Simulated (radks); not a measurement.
Radial electron density D(r) = 4 pi r^2 rho(r) of an atom or ion with 46 electrons. Method: scalar-relativistic Kohn-Sham, PBEsol, spin-polarised, spherical densities, finite nucleus; Fermi nuclear charge, rms radius of each element as measured or else 0.836 A^(1/3) + 0.57 fm; computed with a radial shooting solver on a logarithmic mesh with Libxc functionals.

```
   r/bohr * D(r) (the largest magnitude, 112, reaches the edge; | marks zero)
 0.000891 | *
 0.001142 |  *
 0.001463 |   *
 0.001875 |    *
 0.002403 |       *
 0.003079 |          *
 0.003977 |               *
 0.005097 |                    *
 0.006531 |                          *
  0.00837 |                                 *
  0.01073 |                                      *
  0.01385 |                                         *
  0.01775 |                                        *
  0.02275 |                                      *
  0.02916 |                                    *
  0.03736 |                                       *
  0.04788 |                                               *
  0.06185 |                                                      *
  0.07925 |                                                     *
   0.1016 |                                             *
   0.1301 |                                         *
   0.1668 |                                               *
   0.2137 |                                             *
   0.2761 |                             *
   0.3538 |                  *
   0.4533 |                    *
   0.5809 |                   *
   0.7444 |         *
    0.954 |  *
    1.232 *
    1.579 *
    2.024 *
```

What is the nuclear charge?

Answer. Z = 64. The innermost maximum, from 1s, lies near gamma/Z bohr with gamma = sqrt(1 - (Z/c)^2) = 0.884, here 0.0138 bohr (found: 0.0151), and its height grows with Z. The density is that of the gadolinium ion Gd18+ in [Kr] 4d10; the configuration itself is not fixed sharply by these data, and Z only to a few units. D(r) has 4 maxima, at r = 0.0151, 0.0681, 0.187, 0.507 bohr, and minima at 0.0289, 0.124, 0.374 bohr, inside which lie 1.93, 11.21, 29.02 electrons.
